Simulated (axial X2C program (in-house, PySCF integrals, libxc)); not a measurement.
Bond lengths and stretching modes, held linear, of FZrF

Calculated with an in-house all-electron X2C program for linear molecules (integrals from PySCF): two-component X2C with atomic mean-field Coulomb and Gaunt terms, Gaussian nuclei, basis F dyall-av3z, Zr dyall-v3z with contracted cores. Spin-free rows use the one-electron spin-free X2C Hamiltonian.

Masses F 18.998, Zr 89.905, F 18.998 u. States: 2c Ω = 1 (beyond evenly filled blocks: ω = -1/2, ω = 3/2); spin-free M_S = 1, Λ = 2 (beyond evenly filled blocks: σα, δ+α).

BHandHLYP, 2c: energies above the lowest point

| r(F–Zr) (Å) | r(Zr–F) (Å) | E (meV) |
| --- | --- | --- |
| 1.8798 | 1.8798 | 94.49 |
| 1.8798 | 1.9280 | 43.04 |
| 1.8798 | 1.9762 | 48.74 |
| 1.9280 | 1.8798 | 43.04 |
| 1.9280 | 1.9280 | 0.00 |
| 1.9280 | 1.9762 | 13.23 |
| 1.9280 | 2.0244 | 70.94 |
| 1.9762 | 1.8798 | 48.74 |
| 1.9762 | 1.9280 | 13.23 |
| 1.9762 | 1.9762 | 33.18 |
| 2.0244 | 1.9280 | 70.94 |
| 2.0244 | 2.0244 | 166.10 |

Q: Fit a quadratic surface with cubic terms in each bond: where is the minimum, and what are the two stretching wavenumbers?

A: At BHandHLYP, 2c: bonds 1.938 and 1.938 Å; harmonic stretches 608.2 and 638.6 cm⁻¹; force constants 3.67, 3.67 and coupling 0.47 mdyn/Å.

The other levels and Hamiltonians give:

```csv
Hamiltonian,level,r(F–Zr) (Å),r(Zr–F) (Å),lower stretch (cm⁻¹),upper stretch (cm⁻¹)
2c,PBE0,1.933,1.933,605.1,634.0
2c,HF,1.950,1.950,605.3,634.3
2c,MP2,1.941,1.941,607.2,629.7
spin-free,PBE0,1.933,1.933,605.2,634.1
spin-free,HF,1.950,1.950,605.5,634.6
spin-free,BHandHLYP,1.938,1.938,608.4,638.9
spin-free,MP2,1.941,1.941,607.4,629.9
```

Each state is one determinant, the lowest of a limited PBE0 search; the stretches come from a fit to these few points and carry an uncertainty of a few per cent. Other orders of the atoms were not compared. MP2 freezes inner shells (threshold -2 hartree). The molecule was held linear; bending was not examined, so a bent shape may lie lower. Open-shell Ω = 0 determinants with evenly filled partner blocks cannot be reached by this program, so the Ω shown need not be the lowest component. Note: functional without a current term on a determinant with orbital currents, of the molecule or an atom. Note: several unpaired electrons, one determinant need not be a pure state.
